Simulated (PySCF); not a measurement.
Ligands exchanged one at a time, Ga CH3-H. Isolated molecules, 0 K electronic values unless said otherwise. Strings in code marks are SMILES.

The brightest of the four lowest singlets (TDA) from two functionals at the same geometries (B3LYP-D3(BJ)/def2-TZVP), both in PySCF: PBE-D3(BJ)/def2-TZVP and ωB97X-D3(BJ)/def2-TZVP. Excitations are Tamm–Dancoff values on a coarser integration grid. The basis has no diffuse functions, so Rydberg states are missing or too high.

```csv
species,PBE-D3(BJ)/def2-TZVP (eV),ωB97X-D3(BJ)/def2-TZVP (eV)
0 of 3 CH3 replaced by H,6.29,7.49
1 of 3 CH3 replaced by H,6.78,7.81
2 of 3 CH3 replaced by H (`[CH3][GaH2]`),7.32,8.20
```

Over these rows, drawn at random from the members with no instability flagged (it was tested for open shells, ions and some series alone), PBE minus ωB97X-D3(BJ): mean -1.04 eV, from -1.20 eV to -0.89 eV.
